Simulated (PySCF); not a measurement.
Isomers of C7H12BN, mass 121.106 u with the commonest isotopes. Level of theory: PBE0-D3(BJ)/def2-SVP geometry optimisation, gas phase in PySCF 2.14.0. One conformer each, none proved a minimum here; rigid rotors.

Question: Order these by out-of-plane moment Σ m c² = (Ia + Ib − Ic)/2, largest first.
A. `[BH3-:1][n+:2]1[cH:3][cH:4][cH:5][c:6]([CH2:7][CH3:8])[cH:9]1` with C5–C6–C7–C8 89°
B. `[BH3-][n+]1cccc(C)c1C`
C. `CB(C)c1cccn1C`

Answer: A (22.62 u·Å²), B (5.18 u·Å²), C (4.72 u·Å²).

Question: Order these by radius of gyration √(Σ m r²/M), smallest first.
A. `[n+]1(c(c(ccc1)C)C)[BH3-]`
B. `[BH3-:1][n+:2]1[cH:3][cH:4][cH:5][c:6]([CH2:7][CH3:8])[cH:9]1` with C5–C6–C7–C8 89°
C. `CB(C)c1cccn1C`

Answer: A (2.043 Å), C (2.155 Å), B (2.201 Å).

Question: Order these by rotational constant B, largest first.
A. `CB(C)c1cccn1C`
B. `[BH3-][N+]1=CC=CC(C)=C1C`
C. `[BH3-:1][n+:2]1[cH:3][cH:4][cH:5][c:6]([CH2:7][CH3:8])[cH:9]1` with C5–C6–C7–C8 89°

Answer: B (1748 MHz), A (1401 MHz), C (1165 MHz).

```csv
SMILES,point group,Ia (u·Å²),Ib (u·Å²),Ic (u·Å²),κ,μa (D),μb (D),μc (D)
CB(C)c1cccn1C,Cs,206.68,360.62,557.87,-0.36,0.96,1.92,0.00
[BH3-][n+]1cccc(C)c1C,Cs,221.76,289.14,500.54,0.16,6.11,1.66,0.01
[BH3-][n+]1cccc(CC)c1,C1,175.27,433.89,563.93,-0.73,5.50,4.36,0.30
```
